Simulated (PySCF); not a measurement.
These 3 structures share the formula C7H11BO2. Method: PBE0-D3(BJ)/def2-SVP geometry optimisation, gas phase in PySCF. One conformer each; no zero-point energy, no entropy. No frequencies were run at this level. Point groups hold within 0.08 Å.

**Question.** Order them by energy at this level, lowest first, and give relative energies in kJ/mol.
A. `[BH2-:1]1[O:2][CH:3]=[CH:4][C:5]([CH:6]2[CH2:7][CH2:8][CH2:9]2)=[O+:10]1` with C4–C5–C6–C7 52°, O10–B1–O2–C3 -38°, B1–O2–C3–C4 15°, C3–C4–C5–C6 162°, C5–C6–C7–C8 -118°
B. `[CH:1]#[C:2][CH2:3][C@@H:4]([CH3:5])[B:6]1[O:7][CH2:8][CH2:9][O:10]1` with C2–C3–C4–C5 61°, C3–C4–B6–O7 14°
C. `[CH2:1]=[CH:2]/[CH:3]=[CH:4]\[B:5]1[O:6][CH2:7][CH2:8][CH2:9][O:10]1` with C1–C2–C3–C4 180°, C3–C4–B5–O6 1°, C4–B5–O6–C7 180°, B5–O6–C7–C8 -28°, O6–C7–C8–C9 53°, C7–C8–C9–O10 -52°

**Answer.** C (0.0), B (103.2), A (136.5).

As drawn, the highest has a four-membered ring, which the lowest lacks.

```tsv
SMILES	E (Eh)	E rel (kJ/mol)	dipole (D)	point group	A, B, C (MHz)
C=C/C=C\B1OCCCO1	-447.89472	0.0	2.66	C1	3157, 715.2, 595.8
C#CC[C@@H](C)B1OCCO1	-447.85542	103.2	2.90	C1	3468, 668.7, 580.3
[BH2-]1OC=CC(C2CCC2)=[O+]1	-447.84274	136.5	5.41	C1	3356, 824.6, 749.3
```

**Question.** How do the relative energies change in single points at PBE0/pcSseg-1 (no added dispersion term) on the same geometries?

**Answer.** 
```
                    SMILES  PBE0-D3(BJ)/def2-SVP (kJ/mol)  PBE0/pcSseg-1 (kJ/mol)  shift
          C=C/C=C\B1OCCCO1                            0.0                     0.0    0.0
      C#CC[C@@H](C)B1OCCO1                          103.2                    97.4   -5.8
[BH2-]1OC=CC(C2CCC2)=[O+]1                          136.5                   154.1  +17.6
```

Each column counts from its own lowest isomer. The order is unchanged; the largest shift is 17.6 kJ/mol.
